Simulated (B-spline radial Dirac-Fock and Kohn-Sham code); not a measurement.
## Elastic scattering of 11.9 keV positrons by the N atom

Method: relativistic (Dirac) partial waves in the static field of the Dirac-Fock atom, without polarisation or absorption potentials. Computed with a B-spline atomic structure program.

```csv
θ (°),dσ/dΩ (a₀²/sr)
0,17.7
0.5,17.0
1,15.2
2,10.2
4,3.28
8,0.381
12,0.0854
16,0.0298
24,0.00686
32,0.00240
45,0.000684
60,0.000240
75,0.000110
90,6.05e-05
105,3.81e-05
120,2.68e-05
135,2.06e-05
150,1.72e-05
165,1.55e-05
180,1.50e-05
```

The total elastic cross section is 0.198 a₀², the first transport cross section 0.00210 a₀² and the second, weighted with (3/2) sin²θ, 0.00518 a₀². The mean deflection is ⟨1 − cos θ⟩ = 0.0106, and 0.096 % of the collisions scatter beyond 90°.
